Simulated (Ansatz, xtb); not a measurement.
# Relaxing a trial structure of CH3AlF2Se

The starting geometry of this gas-phase singlet was built from a drawn formula by distance geometry and a force field; its bonds are those of `FC[Se][AlH][F]`.

```xyz
8

C    -0.8120    0.3334   -0.0603
Al   -3.3025    2.0229   -0.9162
F    -0.0509   -0.7208    0.1822
F    -3.1074    2.9110   -2.4247
Se   -2.5691   -0.2304   -0.6686
H    -0.3421    1.0029   -0.8888
H    -0.8913    0.9708    0.8754
H    -4.0097    2.8053    0.3559
```

Task: Predict what it relaxes into with r2SCAN-D4/def2-SVP.

Result: It keeps its bonds, and is `FC[Se][AlH][F]`.

The energy falls by 0.76 eV over 31 steps:

```csv
step,E − E(last) (eV)
1,0.759
4,0.442
8,0.404
11,0.384
14,0.258
18,0.041
21,0.021
24,0.006
28,0.000
31,0.000
```

Final geometry (Å):

```xyz
8

C    -0.7175    0.4217   -0.1135
Al   -3.2561    2.0174   -0.9416
F    -1.5340   -0.2693    0.7379
F    -4.5471    2.4207   -1.9119
Se   -1.5872    0.7217   -1.8674
H     0.1872   -0.1693   -0.3242
H    -0.4515    1.3873    0.3431
H    -3.1789    2.5647    0.5324
```

From the same start GFN2-xTB ends elsewhere, differing in Al2–F3 (2.01 against 3.32 Å here).

The end wasn't checked by frequencies. Run with Ansatz 0.2.0, 89 s on 2 threads of Arm Neoverse V2, with other jobs on the host.
